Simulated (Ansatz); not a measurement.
Consider the cleavage of the Si–B bond: `B[Si](O)(F)[SiH3]` + H₂S → `O[Si](F)([SiH3])S` + BH₃.

Gas-phase electronic energies from Ansatz, PBE0-D4/def2-TZVP geometries. CCSD(T)/CBS is the MP2 limit (def2-TZVPP, def2-QZVPP) plus CCSD(T) − MP2 in def2-TZVPP, frozen cores. This one scheme is used for every species. Functionals use def2-TZVPP. One conformer a species, not always the lowest.

CCSD(T)/CBS gives -96.0 kJ/mol.

Question: Another level gave -92.0 kJ/mol. Which?
A. CCSD/def2-TZVPP
B. PBE-D4/def2-TZVPP
C. ωB97M-V/def2-TZVPP
D. MP2/def2-TZVPP

Answer: A. CCSD/def2-TZVPP -92.0, PBE-D4 -87.0, ωB97M-V -98.7, MP2/def2-TZVPP -105.0 kJ/mol.

Largest T1 diagnostic among the species: 0.013.

The D4 term adds −4.8 kJ/mol with B3LYP and −2.4 kJ/mol with PBE0; it sums over pairs of atoms, weighted by their polarisabilities, and B3LYP, whose exchange is more repulsive, gets the larger term. From PBE to PBE0 (25 % exact exchange), in def2-TZVPP and without D4, ΔE moves by −5.1 kJ/mol.

B3LYP here is the variant with VWN-RPA as its local correlation; programs differ in this.
